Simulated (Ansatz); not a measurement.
The numbers are results of PBE-D3(BJ)/def2-TZVP // PBE0-D3(BJ)/def2-SVP run with Ansatz (a quantum-chemistry and plane-wave program), not measurements. Gas-phase values, no solvent. One relaxed conformer stands for a flexible species; it need not be the lowest.  In the def2 sets, heavy atoms carry core potentials.

Reference species (SMILES): `F[C](F)(F)[Sn]([Cl])([Cl])[Cl]` (neutral, multiplicity 1).

| Item | Result |
|---|---|
| vertical ionisation energy (Delta-SCF) | 10.56 eV |
| LUMO | -3.80 eV |
| HOMO | -8.02 eV |

After one change: the vertical ionisation energy (Delta-SCF) drops by 1.91 eV; the LUMO goes up by 0.58 eV; the HOMO goes up by 1.65 eV.

Question: What was changed between the two runs? The new species is one of these.
(A) `C=[CH][Sn]([Cl])([Cl])[Cl]`
(B) `[Cl][Sn]([Cl])([Cl])[c]1ccccc1`
(C) `C[C](C)(C)[Sn]([Cl])([Cl])[Cl]`
(D) `[Cl][Sn]([Cl])([Cl])[CH2]c1ccccc1` (Sn–C–C–C torsion 89°)

Answer: D, `[Cl][Sn]([Cl])([Cl])[CH2]c1ccccc1` (Sn–C–C–C torsion 89°)
